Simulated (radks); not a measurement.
Coulomb parameter of the 4d shell of neutral palladium in the model configuration [Kr] 4d8.5 5s1.5, as a second difference U = [E(n + 0.5) + E(n - 0.5) - 2 E(n)] / (0.5)^2 with all orbitals relaxed. "Bare": the charge of the atom changes with n. "Screened": the 5s shell takes up the change at fixed total charge, which measures U(4d,4d) + U(5s,5s) - 2 U(4d,5s). All-electron calculation, scalar-relativistic Kohn-Sham, PBE, spin-unpolarised, spherical densities, point nucleus. Program: a radial shooting solver on a logarithmic mesh with Libxc functionals.

start: configuration [Kr] 4d8.5 5s1.5; E - E(n) (eV) 0.000
bare +0.5: configuration [Kr] 4d9 5s1.5; E - E(n) (eV) -2.834
bare -0.5: configuration [Kr] 4d8 5s1.5; E - E(n) (eV) 5.432
screened +0.5: configuration [Kr] 4d9 5s1; E - E(n) (eV) -1.395
screened -0.5: configuration [Kr] 4d8 5s2; E - E(n) (eV) 1.876

U(bare) = 10.393 eV, U(screened by 5s) = 1.922 eV, against the Slater integral F0(4d,4d) = 17.079 eV with frozen orbitals. The step up makes a negative ion, whose loosely bound charge lowers the bare value.
